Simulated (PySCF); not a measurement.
Compound: C5H6FOS2 (doublet state).
Cartesian coordinates in Å at the GFN2-xTB level; atoms count from 1:
```
atom  x, y, z in Å
C1     3.2135   -1.0546   -1.6597
C2     1.9735   -0.6257   -1.5017
S3     1.5969    0.9050   -0.7046
S4    -0.4029    1.1187   -1.0748
C5    -0.7975    0.1637    0.4234
C6     0.3124   -0.1165    1.0797
F7     0.4301   -0.8533    2.1878
O8    -2.0754   -0.1674    0.6938
C9    -3.0199    0.8790    0.5988
H10    3.4179   -1.9919   -2.1469
H11    4.0572   -0.4895   -1.3043
H12    1.1055   -1.1662   -1.8444
H13   -3.9932    0.4234    0.7695
H14   -2.8335    1.6494    1.3533
H15   -2.9890    1.3342   -0.3975
```

The hyperfine couplings belong to this conformer and change with its torsions.

As a line formula: `C=CSS/C(=[C]/F)OC` [radical].

Computed, not measured: UKS B3LYP, pcH-1 on C F H O S, non-relativistic, mean-field spin-orbit, GIAO (PySCF). The structure is a single GFN2-xTB conformer in the gas phase; no vibrational or solvent corrections. The geometry wasn't refined by DFT: couplings that depend on bond lengths, twists or pyramidal angles can differ widely from those at the functional's own minimum. The SCF solution wasn't tested for stability.

Task: Give the isotropic g value and a_iso(13C) at C6.

Result: g_iso = 2.00280 and a = +646.40 MHz, or +23.060 mT (Mulliken spin population +0.77). 13C makes up about 1.07 % of the natural element, so this concerns labelled samples or satellites.

Task: For one electron spin and this one nucleus (I = 1/2, g_N = 1.4048), compare first-order, second-order and exact resonance fields at 9.476 GHz.

Result: First order: B = B0 − a·mI with B0 = 338.046 mT. Second order subtracts a²[I(I+1) − mI²]/(2B0). The exact fields come from the Breit–Rabi levels of H = g μB B Sz − g_N μN B Iz + a S·I.

```json
{"mI": "−1/2", "first order (mT)": "349.576", "second order (mT)": "349.182", "exact (mT)": "349.195", "exact − first order": "-0.380"}
{"mI": "+1/2", "first order (mT)": "326.516", "second order (mT)": "326.123", "exact (mT)": "326.109", "exact − first order": "-0.407"}
```

Task: What g and a would be read from the two outer exact lines by first-order rules?

Result: Their midpoint, 337.652 mT, gives an apparent g of 2.00514 (true 2.00280), and their distance over 2I an apparent |a| of 23.086 mT (true 23.060).

Task: What levels remain at zero field?

Result: F = I ± 1/2 = 1 and 0, at a·I/2 = +161.6 MHz and −a(I+1)/2 = -484.8 MHz, that is |a|(I + 1/2) = 646.4 MHz apart; F = 0 lies lower.

Other couplings of abundant isotopes, left aside here: 1 × 19F 276 MHz, 1 × 1H 5 MHz, 1 × 1H 4 MHz, 3 × 1H 1 MHz, 1 × 1H 1 MHz.

Means are taken over nuclei equivalent by connectivity, which assumes that they swap fast.
